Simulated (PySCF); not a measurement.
**Worked example: dipole moment from atomic charges**

AlHClBr, SMILES [Cl][AlH][Br]. Atoms are numbered in the order given.

```xyz
4

Al    -0.8068     0.6342     0.0000
H     -2.3644     0.7800     0.0000
Cl     0.4175     2.3194     0.0000
Br     0.1644    -1.3844     0.0000
```

Geometry optimised at PBE0-D3(BJ)/def2-TZVP.

Charges (e) from B3LYP/def2-TZVPD in PySCF:

| atom | IAO | ESP fit |
|---|---|---|
| Al1 | 0.835 | 0.646 |
| H2 | -0.205 | -0.179 |
| Cl3 | -0.347 | -0.246 |
| Br4 | -0.283 | -0.221 |

The dipole moment of the full density is 0.98 D.

Task: What dipole moment does each set of point charges give, and which comes closer to that of the density?

Result: 
μ = Σ q r, and 1 e Å = 4.8032 D.
IAO: Σ q r = (-0.380, -0.043, 0.000) e Å, |μ| = 1.84 D.
ESP fit: Σ q r = (-0.237, 0.005, 0.000) e Å, |μ| = 1.14 D.
ESP fit comes closer in size. Point charges leave out the atoms' own dipoles (lone pairs, polarised bonds); fits to the potential absorb them, partitions of the density don't.
